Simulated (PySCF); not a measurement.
C7H12NP.
Atom-mapped SMILES: `[CH3:1][c:2]1[cH:3][c:4]([CH3:5])[p:6]([NH2:7])[c:8]1[CH3:9]` (hydrogens: H10, H11, H12 on C1; H13 on C3; H14, H15, H16 on C5; H17, H18 on N7; H19, H20, H21 on C9)

The same species was optimised twice, with GFN2-xTB and with PBE0-D3(BJ)/def2-SVP (PySCF), and the same property calculations (PySCF, gas phase) were run on both structures.

```
  coordinate  GFN2-xTB  PBE0-D3(BJ)/def2-SVP  change
   C4–P6 (Å)     1.842                 1.823  -0.019
   C2–C3 (Å)     1.454                 1.470  +0.016
   C2–C8 (Å)     1.347                 1.361  +0.014
   C3–C4 (Å)     1.341                 1.353  +0.012
   P6–C8 (Å)     1.827                 1.816  -0.011
   P6–N7 (Å)     1.704                 1.702  -0.002
   C8–C9 (Å)     1.492                 1.490  -0.002
   C4–C5 (Å)     1.491                 1.490  -0.001
   C1–C2 (Å)     1.494                 1.495  +0.001
N7–P6–C8 (°)      99.6                 105.1    +5.5
C4–P6–N7 (°)     106.1                 109.5    +3.4
C4–P6–C8 (°)      88.9                  91.4    +2.5
C3–C4–P6 (°)     109.9                 108.2    -1.7
C2–C8–P6 (°)     111.1                 109.6    -1.5
C5–C4–P6 (°)     122.7                 123.7    +1.0
C2–C8–C9 (°)     128.0                 128.9    +0.9
P6–C8–C9 (°)     120.5                 121.3    +0.8
```

Rotational constants: A = 1857, B = 1307, C = 841.8 MHz (GFN2-xTB) against A = 1841, B = 1294, C = 819.8 MHz (PBE0-D3(BJ)/def2-SVP). Point groups within 0.08 Å: C1 and C1. Atoms that the bonding makes alike are paired by their places after alignment.

On the GFN2-xTB structure: HOMO (eV) -5.85 [PBE0/pcSseg-1]; LUMO (eV) -0.94 [PBE0/pcSseg-1]; dipole (D) 1.62 [PBE0/pcSseg-1]; GIAO shielding of C1 (ppm) 169.5 [PBE0/pcSseg-1]; GIAO shielding of C2 (ppm) 40.6 [PBE0/pcSseg-1]; GIAO shielding of C3 (ppm) 44.1 [PBE0/pcSseg-1]; GIAO shielding of C4 (ppm) 24.6 [PBE0/pcSseg-1]; GIAO shielding of C5 (ppm) 168.1 [PBE0/pcSseg-1]; GIAO shielding of P6 (ppm) 281.0 [PBE0/pcSseg-1]; GIAO shielding of N7 (ppm) 242.6 [PBE0/pcSseg-1]; GIAO shielding of C8 (ppm) 37.2 [PBE0/pcSseg-1].

Task: What do these properties become on the PBE0-D3(BJ)/def2-SVP structure?

Result: 
```tsv
property	level	on GFN2-xTB	on PBE0-D3(BJ)/def2-SVP	change
HOMO (eV)	PBE0/pcSseg-1	-5.85	-5.84	+0.01
LUMO (eV)	PBE0/pcSseg-1	-0.94	-0.90	+0.04
dipole (D)	PBE0/pcSseg-1	1.62	1.47	-0.15
energy, GFN2-xTB geometry as zero (kcal/mol)	PBE0/pcSseg-1	0.0	-2.1	-2.1
GIAO shielding of C1 (ppm)	PBE0/pcSseg-1	169.5	167.8	-1.7
GIAO shielding of C2 (ppm)	PBE0/pcSseg-1	40.6	41.2	+0.6
GIAO shielding of C3 (ppm)	PBE0/pcSseg-1	44.1	43.3	-0.8
GIAO shielding of C4 (ppm)	PBE0/pcSseg-1	24.6	27.8	+3.2
GIAO shielding of C5 (ppm)	PBE0/pcSseg-1	168.1	166.8	-1.3
GIAO shielding of P6 (ppm)	PBE0/pcSseg-1	281.0	282.2	+1.2
GIAO shielding of N7 (ppm)	PBE0/pcSseg-1	242.6	244.4	+1.8
GIAO shielding of C8 (ppm)	PBE0/pcSseg-1	37.2	37.5	+0.3
```

The heavy atoms differ by 0.076 Å rms after alignment. Among the bonds compared C4–P6 changes most (-0.019 Å). Changes are differences of the printed values. Neither structure is proved a minimum here.

Shape of the structure used: `[CH3:1][c:2]1[cH:3][c:4]([CH3:5])[p:6]([NH2:7])[c:8]1[CH3:9]`: H–N7–P6–C4 109°, H–N7–P6–C4 -34°.
